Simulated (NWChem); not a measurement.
Species: C$_{2}$H$_{3}$ClF$_{2}$Si; SMILES F[Si@H](C(F)=C)Cl

```xyz
9

C     -0.6114    -2.1659     0.7370
C      0.1621    -1.3379     0.0376
F      1.4042    -1.6944    -0.3262
Si    -0.3562     0.3668    -0.5288
F     -1.8756     0.5650    -0.0084
Cl     0.8306     1.7951     0.3357
H     -1.6182    -1.8528     1.0183
H     -0.2569    -3.1557     1.0387
H     -0.3201     0.5441    -1.9969
```
Atoms are numbered in this order, from 1.

All runs: NWChem. Pople sets run with spherical d functions. Coordinates come from a PBE0/def2-SVP optimisation. Total energies of different functionals are on different scales.

```csv
level,energy (Ha),highest occupied level (eV),orbital gap (eV),dipole (D),relative time
B3LYP/6-31G*,-1027.4620,-7.65,6.89,1.57,1
PBE/6-31G*,-1026.7971,-6.62,5.10,1.52,1
revPBE/6-31G*,-1027.1890,-6.56,5.13,1.52,1
TPSSh/6-31G*,-1027.4623,-7.20,6.18,1.59,1
BP86/6-31G*,-1027.4888,-6.72,5.11,1.53,2
BHandHLYP/6-31G*,-1027.3156,-9.07,9.56,1.69,1
CAM-B3LYP/6-31G*,-1027.3571,-9.26,9.88,1.63,3
B3PW91/6-31G*,-1027.2549,-7.75,6.92,1.61,1
LC-BLYP (range parameter 0.33 per bohr)/6-31G*,-1026.4795,-10.19,11.77,1.63,4
```

The last column is a rough cost ratio, cheapest run = 1.
